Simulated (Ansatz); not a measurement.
Relaxation of Cl$_{5}$FH$_{2}$W (9 atoms, charge 0, multiplicity 1), to a largest force component of 0.03 eV/Å in at most 50 steps.

Method: Ansatz 0.2.0, RKS PBE/def2-SVP.

```xyz
9
Properties=species:S:1:pos:R:3:forces:R:3
W -0.131 -0.129 -0.070 -0.41 -0.41 0.50
Cl -0.032 -0.026 2.287 -0.25 -0.25 -0.84
Cl 2.175 -0.166 -0.259 0.00 0.02 0.00
Cl -0.182 2.176 -0.279 0.02 -0.01 0.00
Cl -2.449 -0.150 -0.012 0.00 0.01 0.00
Cl -0.145 -2.448 -0.012 0.01 0.00 0.01
F -0.222 -0.231 -1.948 -0.01 -0.01 0.00
H 1.653 1.712 1.378 0.14 0.21 -1.44
H 1.772 1.805 2.083 0.50 0.44 1.78
```

Question: Where does it end, and by what steps?

Answer: The run converged. The force dipped under the threshold on the way, but the program's further checks kept it going. After 9 steps the energy has fallen by 0.410 eV; H8 moved furthest, 1.25 Å.

| step | energy less start (eV) | largest force component (eV/Å) | accepted |
| --- | --- | --- | --- |
| 0 | 0.0000 | 1.777 | yes |
| 1 | -0.2349 | 0.214 | yes |
| 2 | -0.3280 | 0.114 | yes |
| 3 | -0.3747 | 0.091 | yes |
| 4 | -0.3972 | 0.092 | yes |
| 5 | -0.4068 | 0.061 | yes |
| 6 | -0.4083 | 0.128 | yes |
| 7 | -0.4096 | 0.015 | yes |
| 8 | -0.4097 | 0.075 | yes |
| 9 | -0.4099 | 0.001 | yes |

```xyz
9
Properties=species:S:1:pos:R:3
W -0.317 -0.325 -0.204
Cl -0.228 -0.234 2.097
Cl 1.996 -0.334 -0.358
Cl -0.317 1.988 -0.361
Cl -2.636 -0.321 -0.175
Cl -0.322 -2.644 -0.173
F -0.392 -0.403 -2.086
H 2.420 2.568 1.878
H 2.235 2.249 2.552
```

Whether the end is a true minimum wasn't checked by a vibrational analysis.

The run took 27 s on 4 threads of Intel(R) Xeon(R) Platinum 8259CL CPU @ 2.50GHz (Skylake/Cascade Lake), with other jobs on the host, peak memory 0.26 GiB.
